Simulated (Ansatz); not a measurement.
`O[SiH]1BN1` and `N[SiH]1BN1` differ in one atom or group.

Ansatz, PBE0-D4/def2-TZVP geometries, multiplicity 1. Each molecule was computed in one conformer, which needn't be the lowest.

```tsv
property	`O[SiH]1BN1`
HOMO–LUMO gap (ωB97M-V/def2-TZVPP) / eV	10.62
size of the dipole moment (B3LYP/def2-TZVPP) / D	2.07
LUMO energy (PBE/def2-TZVPP) / eV	-1.32
LUMO energy (B3LYP/def2-TZVPP) / eV	-0.55
size of the dipole moment (ωB97M-V/def2-TZVPP) / D	2.10
ideal-gas entropy at 298 K and 1 bar (rigid rotor, harmonic PBE0-D4/def2-TZVP) / J/(mol·K)	296
```

Problem. Give the same properties after the change, and the shifts. (Estimate.)

Solution. Computed: 
| property | `N[SiH]1BN1` | shift |
| --- | --- | --- |
| HOMO–LUMO gap (ωB97M-V/def2-TZVPP) / eV | 10.36 | -0.26 |
| size of the dipole moment (B3LYP/def2-TZVPP) / D | 1.97 | -0.10 |
| LUMO energy (PBE/def2-TZVPP) / eV | -1.17 | 0.15 |
| LUMO energy (B3LYP/def2-TZVPP) / eV | -0.42 | 0.13 |
| size of the dipole moment (ωB97M-V/def2-TZVPP) / D | 2.00 | -0.10 |
| ideal-gas entropy at 298 K and 1 bar (rigid rotor, harmonic PBE0-D4/def2-TZVP) / J/(mol·K) | 302 | 6 |

With PBE0 the HOMO rises by 0.35 eV and the LUMO rises by 0.14 eV, so the gap narrows by about 0.21 eV. PBE moves the HOMO by 0.37 eV and ωB97M-V by 0.34 eV. The zero-point energy changes by 31.3 kJ/mol with +3 modes. Dipoles are sizes alone; their direction can turn.

B3LYP here is the variant with VWN-RPA as its local correlation; programs differ in this.
